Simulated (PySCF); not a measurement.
A structure optimised at PBE0-D3(BJ)/def2-SVP, used in a PySCF frequency run:

```xyz
7

N      1.4176     1.6565     0.0000
Si    -0.0443     0.8140     0.0000
F     -0.8762     1.2226     1.3093
F     -0.8762     1.2226    -1.3093
Br     0.0719    -1.3844     0.0000
H      1.9764     1.7288     0.8419
H      1.9764     1.7288    -0.8419
```
Charge 0, spin multiplicity 1.

Q: Write its SMILES, formula and point group.

A: N[Si](F)(F)Br, BrF2H2NSi, Cs

Q: What are its rotational constants (standard atomic weights)?

A: 3.8412, 1.4987, 1.4918 GHz
